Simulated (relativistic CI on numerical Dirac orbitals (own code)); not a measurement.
## Sensitivity of the levels of K18+ to α and to the nuclear radius

These numbers are calculated, not measured: Dirac equation for one electron (own radial code, finite nucleus).

CI space: 1s, 2s, 2p. Levels of other configurations are missing.

With x = (α/α₀)² − 1 an excitation energy changes as ω = ω₀ + qx; K = 2q/ω₀ is the relative enhancement. Terms are leading LS components, so labels can repeat. The field-shift factor is F = δν/δ⟨r²⟩ for the transition from the lowest level.

Lowest level 1s 2S_1/2.

```tsv
Level	ω₀ (cm⁻¹)	q (cm⁻¹)	F (GHz/fm²)
2p 2P°_1/2	29842999	133400	-217
2s 2S_1/2	29843011	133400	-188
2p 2P°_3/2	29891175	182100	-218
```

**Question.** Which transition from the lowest level has the largest |K|?

**Answer.** 2p 2P°_3/2 at 29891175 cm⁻¹, K = 0.0122.
